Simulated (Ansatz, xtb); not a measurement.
**Two isomers of C5H8FN**

We compare I, `F[C@@H]1CCC=NC1`, a singlet, with II, `N[C@@H]1C=C[C@H](F)C1`, a singlet. Both are isolated molecules in the gas phase, relaxed with B3LYP/def2-SVP, each in the lowest conformer that the search found.

Quicker runs give these differences E(II) − E(I): GFN2-xTB +60.7 kJ/mol; HF/STO-3G +63.0 kJ/mol (at GFN2-xTB geometries); r2SCAN-D4/def2-SVP +32.1 kJ/mol (at GFN2-xTB geometries).

Question: Estimate E(II) − E(I) at the level CCSD(T)/def2-SVP + ΔMP2/def2-TZVPP.

Answer: Calculated at CCSD(T)/def2-SVP + ΔMP2/def2-TZVPP: E(II) − E(I) = +16.8 kJ/mol, so structure I lies lower.

The same difference at several levels:

```csv
level,geometry,E(II) − E(I) (kJ/mol),departure from the last row (kJ/mol),"job, with rough time for the two"
GFN2-xTB,GFN2-xTB,+60.7,+43.9,"optimisation, 0.15 s"
HF/STO-3G,GFN2-xTB,+63.0,+46.2,"single point, 0.38 s"
r2SCAN-D4/def2-SVP,GFN2-xTB,+32.1,+15.3,"single point, 3.7 s"
B3LYP/def2-SVP,B3LYP/def2-SVP,+33.6,+16.8,"optimisation, 44 s"
HF/def2-SVP,B3LYP/def2-SVP,+31.6,+14.8,part of the CCSD(T) run
MP2/def2-SVP,B3LYP/def2-SVP,+27.1,+10.3,part of the CCSD(T) run
CCSD(T)/def2-SVP,B3LYP/def2-SVP,+30.8,+14.0,single point
CCSD(T)/def2-SVP + ΔMP2/def2-TZVPP,B3LYP/def2-SVP,+16.8,,"single point, 80 s"
```

As drawn, II has 1 C=C, 2 N–H in place of 1 C=N, 2 C–H. Structure I has a 6-membered ring, II a 5-membered ring.

None of the levels shown reverses the order. The largest departure from CCSD(T)/def2-SVP + ΔMP2/def2-TZVPP is that of HF/STO-3G, 46.2 kJ/mol. The last row adds to CCSD(T) the change of the MP2 difference between the two basis sets, here −14.0 kJ/mol, a large step that makes the value less sure.

With thermal terms from frequencies at re-optimised GFN2-xTB minima (ideal gas, soft modes damped towards free rotors, one conformer each, 298.15 K, 1 atm): the zero-point term adds −1.1 kJ/mol; ΔH is +16.8 and ΔG +14.5 kJ/mol.

The correlated steps freeze 7 core orbitals. Codes used: Ansatz 0.2.0, xtb 6.7.1; the last row on 4 threads of Arm Neoverse V1 on a shared host.
